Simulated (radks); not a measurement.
Results of a calculation; reference values are marked as such.
The nuclear charge of neutral silver is varied continuously with 47 electrons held in [Kr] 4d10 5s1. Code: a radial shooting solver on a logarithmic mesh with Libxc functionals. Model: non-relativistic Kohn-Sham, SCAN, spin-unpolarised, spherical densities, point nucleus; meta-GGA in the generalised Kohn-Sham scheme; relativity is left out, which matters for an element this heavy. By the Hellmann-Feynman theorem dE/dZ = E(electron-nucleus)/Z, the electronic potential at the nucleus.

Z = 46.8: E (hartree) -5147.89021; E(electron-nucleus)/Z (hartree) -262.027; HOMO 5s; e(HOMO) (eV) -2.593; <r> HOMO (bohr) 3.516
Z = 47: E (hartree) -5200.44350; E(electron-nucleus)/Z (hartree) -263.505; HOMO 5s; e(HOMO) (eV) -3.972; <r> HOMO (bohr) 3.325
Z = 47.2: E (hartree) -5253.29203; E(electron-nucleus)/Z (hartree) -264.980; HOMO 5s; e(HOMO) (eV) -5.457; <r> HOMO (bohr) 3.172
Z = 47.4: E (hartree) -5306.43524; E(electron-nucleus)/Z (hartree) -266.452; HOMO 5s; e(HOMO) (eV) -7.037; <r> HOMO (bohr) 3.045
Z = 47.6: E (hartree) -5359.87266; E(electron-nucleus)/Z (hartree) -267.921; HOMO 5s; e(HOMO) (eV) -8.706; <r> HOMO (bohr) 2.935
Z = 47.8: E (hartree) -5413.60384; E(electron-nucleus)/Z (hartree) -269.389; HOMO 5s; e(HOMO) (eV) -10.457; <r> HOMO (bohr) 2.839
Z = 48: E (hartree) -5467.62792; E(electron-nucleus)/Z (hartree) -270.854; HOMO 5s; e(HOMO) (eV) -12.286; <r> HOMO (bohr) 2.753

The central difference of E at Z = 47 is -263.505 hartree, to compare with the third column; the second derivative is -7.38 hartree.
